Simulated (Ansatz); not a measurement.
C2H4GaN at its PBE0-D4/def2-TZVP geometry, where that method's forces vanish. The species carries charge 0 and has multiplicity 1. The bonds changed during the relaxation, so this is another structure than the one it started from.

```csv
atom,x (Å),y (Å),z (Å)
N1,-1.337,0.039,0.145
C2,-0.044,-0.368,0.023
C3,1.022,0.458,-0.016
Ga4,0.989,-2.122,-0.034
H5,-1.574,1.010,0.001
H6,-2.074,-0.610,-0.056
H7,0.982,1.547,0.014
H8,2.035,0.047,-0.077
```

For each bond, give half the difference of the two atoms' forces along it (eV/Å; positive pushes the atoms apart) under PBE-D4, r2SCAN-D4, B3LYP-D4, ωB97M-V in def2-TZVPP. (An estimate is asked.)

The calculation gave: 
```
  bond  length (Å)  PBE-D4  r2SCAN-D4  B3LYP-D4  ωB97M-V
 N1–C2       1.361   -0.13       0.05      0.16     0.40
 N1–H5       1.009    0.25       0.01     -0.03    -0.15
 N1–H6       1.003    0.20       0.00     -0.04    -0.10
 C2–C3       1.349    0.35       0.21      0.05    -0.10
C2–Ga4       2.037    0.07      -0.14      0.11    -0.18
 C3–H7       1.090    0.03      -0.04     -0.12    -0.06
 C3–H8       1.096    0.03      -0.07     -0.08    -0.05
```

B3LYP here is the variant with VWN-RPA as its local correlation; programs differ in this.

Results of the Gaussian-basis code of Ansatz.
